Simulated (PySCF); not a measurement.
Compound: C5H5NO2S (charge +1 and doublet state).
Cartesian coordinates in Å at the GFN2-xTB level; atoms count from 1:
```
atom  x, y, z in Å
C1    -2.547   -0.064    0.029
S2    -0.886   -0.729    0.264
O3    -0.663   -1.132    1.606
O4    -0.477   -1.526   -0.835
C5     0.202    0.911    0.081
C6     1.518    0.501    0.249
C7     2.671    0.118    0.400
C8     3.951   -0.292    0.566
N9     5.012   -0.711    0.716
H10   -2.615    0.366   -0.963
H11   -3.224   -0.911    0.115
H12   -2.753    0.655    0.814
H13   -0.025    1.258   -0.925
H14   -0.164    1.555    0.879
```

The hyperfine couplings belong to this conformer and change with its torsions.

The species is `CS(=O)(=O)C[C+]=[C]C#N` [radical] (charge +1).

Method used: PySCF 2.14.0, UKS B3LYP, pcH-1 on C H N O S, non-relativistic, mean-field spin-orbit, GIAO. The structure is a single GFN2-xTB conformer in the gas phase; no vibrational or solvent corrections. Couplings are sensitive to structure, and on GFN2-xTB geometries they can be far from those on DFT ones, by a factor of two or more for some ions and for spin on atoms past the first row. Stability of the SCF solution: not tested.

Predict the first-order ENDOR lines of N9, H13/H14 and H10/H11/H12 under fast tumbling at B = 348.1 mT (X band).

ν± = |νn ± a/2|, one line for each electron-spin manifold; νn = |g_N| × 7.62259 MHz/T × B.

```json
{"nuclei": "N9", "isotope": "14N", "g_N": "0.4038", "νn (MHz)": "1.07", "a_iso (MHz)": "4.93", "lower line (MHz)": "1.39", "upper line (MHz)": "3.53"}
{"nuclei": "H13/H14", "isotope": "1H", "g_N": "5.5857", "νn (MHz)": "14.82", "a_iso (MHz)": "20.72", "lower line (MHz)": "4.46", "upper line (MHz)": "25.18"}
{"nuclei": "H10/H11/H12", "isotope": "1H", "g_N": "5.5857", "νn (MHz)": "14.82", "a_iso (MHz)": "0.87", "lower line (MHz)": "14.39", "upper line (MHz)": "15.26"}
```

Which pairs are centred on the nuclear Larmor frequency, and which on half the coupling?

Centred on νn, since |a| < 2νn: H13/H14 and H10/H11/H12. Centred on |a|/2 and split by 2νn: N9.

At what field would the lower line of N9 fall to zero frequency?

Where νn = |a|/2, that is B = 2.46 MHz/(0.4038 × 7.62259 MHz/T) = 800 mT, as far as first order holds there.

Means are taken over nuclei equivalent by connectivity, which assumes that they swap fast. The three 1H nuclei of mean +0.9 MHz run from -3.5 to 9.7 MHz in the frozen geometry.

Hardware: Arm Neoverse V1, one thread, shared host. Cost: 1.8 min wall (grids of density and orbitals included), 1.1 GiB resident at most.
